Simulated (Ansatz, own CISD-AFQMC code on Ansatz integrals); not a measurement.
C4H4, SMILES `C1=CC=C1` (singlet; the order of the spin states depends on the level) (charge 0, multiplicity 1). This singlet lies 0.53 eV below the relaxed triplet at the level frozen-core CCSD(T)/cc-pVTZ // B3LYP-D3(BJ)/def2-TZVP (Ansatz); other levels give the other order.

Z-matrix (Å, degrees):
```
C
C 1 1.3297
H 1 1.0794 2 135.10
H 2 1.0794 1 135.10 3 0.02
C 2 1.5765 4 134.90 1 -179.95
C 5 1.3297 2 90.00 4 -179.98
H 6 1.0794 5 135.10 2 179.99
H 5 1.0794 6 135.10 7 0.02
```
Charge 0, spin multiplicity 1.

Frozen-core correlation energies in cc-pVDZ at a geometry from B3LYP-D3(BJ)/def2-TZVP, on an HF energy of -153.65621 Ha (<S^2> = 0.00, restricted and unstable towards unrestricted orbitals). Wave-function levels are from Ansatz, the walk from an own CISD-AFQMC code on Ansatz integrals (time step 0.005/Ha, trial state from CCSD amplitudes, largest double 0.12).

| level | correlation energy (mHa) |
|---|---|
| MP2 | -521.9 |
| CCSD | -559.4 |
| CCSD(T) | -583.7 |

Task: What correlation energy does phaseless AFQMC give, and where does it lie among these levels?

Result: -585.0 ± 0.4 mHa (one standard error). AFQMC minus each level: MP2 -63.1 mHa, CCSD -25.5 mHa, CCSD(T) -1.3 mHa.
